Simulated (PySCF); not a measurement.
No solvent model, one averaged value for each set of equivalent atoms, a single conformation, relativity neglected. PBE0/pcSseg-1 with gauge-including orbitals; GFN2-xTB structure; PySCF 2.14.

δ = σ(ref) − σ, references computed at the same level: $^{1}$H (σ = 31.72 ppm) and $^{13}$C (σ = 186.93 ppm) vs TMS. Acid and N–H amide carbonyl carbons lie up to 10 ppm further downfield in solution (hydrogen bonding). Shifts are as computed. Against solution values, carbons near 30 ppm lie about +3 ppm off and those near 130 ppm about +5 ppm. Of 1309 compounds with measured shifts, 239 miss one by over three times the rms of a fit or turn the order of signals round; such compounds aren't used in these exercises. Groups on amide-type nitrogens are kept apart (slow C–N rotation). OH and NH positions are gas-phase values without hydrogen bonding to other molecules.

Q: Order these molecules by the shift of their most deshielded carbon-bound hydrogen, lowest δ first.
A. CO[SiH2][SiH]1COC1
B. [H]/N=C/C(=C/[SiH2][SiH3])C(N)=O
C. C=C/C=C(/F)[Si@@H](C)P
D. C[Si@@H]1C[C@H]1[SiH](O)O

A: D (0.47 ppm, hydrogen on a three-membered-ring carbon), A (4.69 ppm, hydrogen on an sp3 CH2 bonded to O and Si), C (6.90 ppm, hydrogen on an alkene CH), B (8.76 ppm, hydrogen on a C=N carbon).

Q: Order these molecules by the shift of their most shielded carbon-bound hydrogen, lowest δ first.
A. C[Si@@H]1C[C@H]1[SiH](O)O
B. CO[SiH2][SiH]1COC1
C. [H]/N=C/C(=C/[SiH2][SiH3])C(N)=O
D. C=COC1=CC(=C)[Si@H]1C

A: A (0.04 ppm, hydrogen on a three-membered-ring carbon), D (0.49 ppm, hydrogen on a methyl carbon bonded to Si), B (3.66 ppm, hydrogen on a methyl carbon bonded to O), C (8.37 ppm, hydrogen on a β carbon of a C=C–C=O unit).

Q: How many $^{13}$C and $^{1}$H signals does each give (equivalence by symmetry and fast rotation, but not about amide C–N or C=N bonds)? `C[Si@@H]1C[C@H]1[SiH](O)O`, `C=C/C=C(/F)[Si@@H](C)P`, `C=COC1=CC(=C)[Si@H]1C`, `[H]/N=C/C(=C/[SiH2][SiH3])C(N)=O`, `CO[SiH2][SiH]1COC1`

A: C[Si@@H]1C[C@H]1[SiH](O)O: 3 C, 8 H; C=C/C=C(/F)[Si@@H](C)P: 5 C, 7 H; C=COC1=CC(=C)[Si@H]1C: 7 C, 8 H; [H]/N=C/C(=C/[SiH2][SiH3])C(N)=O: 4 C, 7 H; CO[SiH2][SiH]1COC1: 2 C, 5 H.
